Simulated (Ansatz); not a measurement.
Species: H3GaO2, SMILES `[OH][GaH][OH]` (H–O–Ga–O torsion -180°, O–Ga–O–H torsion -180°) (charge 0, multiplicity 1), formula H3GaO2.

### Question
How many basis functions does frozen-core CCSD(T)/cc-pVTZ // PBE0-D3(BJ)/def2-TZVP (Ansatz, a first-principles code) use, how many core orbitals are frozen, and how many electrons are correlated?

### Answer
145 basis functions and 11 frozen orbitals, which leaves 28 correlated electrons (filled d shells below the valence shell are correlated). Core time is of the order of seconds.
